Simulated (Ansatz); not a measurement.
Relaxation of H₄OSn (6 atoms, charge 0, multiplicity 1), to a largest force component of 0.03 eV/Å in at most 50 steps.

These are results of RKS B3LYP/def2-SVP (Ansatz), not measurements.

```xyz
6
Properties=species:S:1:pos:R:3
Sn 0.117 0.069 0.106
H 0.719 -0.042 1.713
H 1.826 -0.091 0.137
H -0.671 1.439 -0.503
O -0.826 -1.562 -0.566
H -1.228 -2.056 0.164
```

**Question.** Where does it end, and by what steps?

**Answer.** The forces met the threshold. The force dipped under the threshold on the way, but the program's further checks kept it going. After 10 steps the energy has fallen by 0.988 eV; H3 moved furthest, 0.56 Å.

```csv
step,energy less start (eV),largest force component (eV/Å),accepted
0,0.0000,1.708,yes
1,-0.6001,0.950,yes
2,-0.8997,0.370,yes
3,-0.9722,0.142,yes
4,-0.9755,0.094,yes
5,-0.9765,0.182,yes
6,-0.9777,0.107,yes
7,-0.9862,0.031,yes
8,-0.9882,0.006,yes
9,-0.9514,1.705,no
10,-0.9883,0.026,yes
```

```xyz
6
Properties=species:S:1:pos:R:3
Sn 0.297 0.008 0.248
H 0.324 0.035 1.971
H 1.869 -0.060 -0.425
H -0.620 1.333 -0.365
O -0.526 -1.709 -0.378
H -1.406 -1.853 0.000
```

The run took 24 s on 1 thread of Arm Neoverse V1, on a shared host, peak memory 0.11 GiB.
